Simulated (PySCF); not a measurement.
**Working out the ionisation energy of V²⁺**

V²⁺ [Ar] 3d3 (4F) → V³⁺ [Ar] 3d2 (3F). All numbers are calculated (PySCF 2.14, the non-relativistic Hamiltonian (point nucleus), in def2-TZVPPD). Frozen: [Ne]. Energies in hartree (1 hartree = 27.21139 eV):

```
             part  V²⁺ (lower)  V³⁺ (upper)
              UHF  -942.169254  -941.127759
MP2 opposite-spin    -0.194278    -0.178307
    MP2 same-spin    -0.084290    -0.064999
```

Task: What does Hartree-Fock give?

Result: (-941.127759) − (-942.169254) = 1.041495 hartree = 28.341 eV.

Task: What do MP2 and SCS-MP2 (6/5 opposite-spin, 1/3 same-spin) give?

Result: The opposite-spin parts differ by 0.435 eV and the same-spin parts by 0.525 eV. MP2: 28.341 + (0.435) + (0.525) = 29.301 eV. SCS-MP2: 28.341 + 1.2 × (0.435) + (0.525)/3 = 29.038 eV.

A first-order spin-orbit estimate adds -0.008 eV to MP2 (valence and next inner shell), giving 29.293 eV against 29.311 eV (measured; NIST Atomic Spectra Database, ionization energies).

The calculation is non-relativistic.

What remains against the reference includes basis incompleteness, the frozen core and correlation beyond second order.
